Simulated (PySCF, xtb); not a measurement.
Sn(I)(OH) (HIOSn), SMILES [I][Sn][OH] (connectivity only; charge and spin as stated), neutral, multiplicity 1. Other conformers were not sampled.

Harmonic wavenumbers (cm⁻¹) from xtb with GFN2-xTB at its own minimum, in rising order: 109, 217, 322, 366, 499, 3683.

What does PBE-D3(BJ)/def2-SVP (PySCF) give at its own minimum? (Estimate from the structure and the level; the computed values follow.)

117, 182, 443, 574, 721, 3676. Paired by order, the mean absolute difference is 100 cm⁻¹ and the zero-point energies are 7.4 and 8.2 kcal/mol.
